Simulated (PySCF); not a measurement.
**What settings do to a single point of Pb(CH3)(OH)**

The sound run of Pb(CH3)(OH) (singlet) uses PySCF 2.14.0, RKS PBE0, Pb def2-SVP with ECP60, C def2-SVP, H def2-SVP, O def2-SVP; non-relativistic Hamiltonian with scalar-relativistic core potentials where named; density fitting; no spin-orbit coupling, grid (50, 194), threshold 1e-8 Eh and 55 cycles, at the relaxed geometry:

```xyz
7

Pb   -0.0334    0.4706   -0.1195
C     1.8105    0.0598    1.1707
H     2.5125   -0.6146    0.6533
H     2.3415    0.9976    1.4030
H     1.4575   -0.4077    2.1014
O    -1.2757   -0.2570    1.4339
H    -2.2067   -0.2175    1.1835
```

There Pb1 has a Mulliken charge of 0.57 e and the dipole about the centre of mass is 2.46 D. Each run below changes one thing and starts from free metal ions and neutral atoms unless it says otherwise; with 55 cycles, smearing, a level shift and second-order steps follow where DIIS fails, and their cycles count. Energy shifts count from the sound run.

| change | outcome | cycles | energy shift (eV) | largest force component (eV/Å) | charge on Pb1 (e) | dipole about the centre of mass (D) |
| --- | --- | --- | --- | --- | --- | --- |
| spin (2S) set to 3, limit 94 cycles | refused | – | – | – | – | – |

Problem. One further run converged with energy shift (eV) 0.34, largest force component (eV/Å) 2.06, charge on Pb1 (e) 0.60, dipole about the centre of mass (D) 3.08. Which change was it?
A. all coordinates × 1.05
B. grid (30, 86)
C. start from the bare core Hamiltonian, limit 90 cycles

Solution. A.

Problem. And the other changes listed?

Solution. 
| change | outcome | cycles | energy shift (eV) | largest force component (eV/Å) | charge on Pb1 (e) | dipole about the centre of mass (D) |
| --- | --- | --- | --- | --- | --- | --- |
| grid (30, 86) | converged | 12 | 0.0070 | 0.04 | 0.57 | 2.46 |
| start from the bare core Hamiltonian, limit 90 cycles | converged | 13 | 0.0000 | 0.02 | 0.57 | 2.46 |

Forces carry noise of the integration grid, about 0.01 to 0.03 eV/Å.
